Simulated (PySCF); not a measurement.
# Converging SnO in the basis (r²SCAN)

PySCF, UKS reference; singlet, unpaired electrons none; De to Sn + O without counterpoise correction.

| basis | relativity | functions | Re (Å) | ωe (cm⁻¹) | De (eV) | μ (D) |
| --- | --- | --- | --- | --- | --- | --- |
| cc-pVDZ-PP/cc-pVDZ | scalar-relativistic core potentials | 37 | 1.853 | 831 | 5.33 | -3.66 |
| aug-cc-pVDZ-PP/aug-cc-pVDZ | scalar-relativistic core potentials | 55 | 1.851 | 826 | 5.51 | -4.19 |
| def2-TZVPP | scalar-relativistic core potentials | 81 | 1.828 | 850 | 5.65 | -4.00 |
| def2-TZVPPD | scalar-relativistic core potentials | 96 | 1.829 | 847 | 5.68 | -4.10 |

**Question.** How does each smaller set differ from the one with most functions, def2-TZVPPD?

**Answer.** cc-pVDZ-PP/cc-pVDZ: +2.4 pm, -1.9 % in ωe, -0.35 eV in De; aug-cc-pVDZ-PP/aug-cc-pVDZ: +2.2 pm, -2.5 % in ωe, -0.17 eV in De; def2-TZVPP: -0.1 pm, +0.4 % in ωe, -0.03 eV in De. All at r²SCAN; the set with most functions is neither the basis-set limit nor always the best.

A positive dipole means Sn(−)O(+). These are scalar-relativistic numbers at best; spin–orbit coupling would shift them, the dissociation energy most.
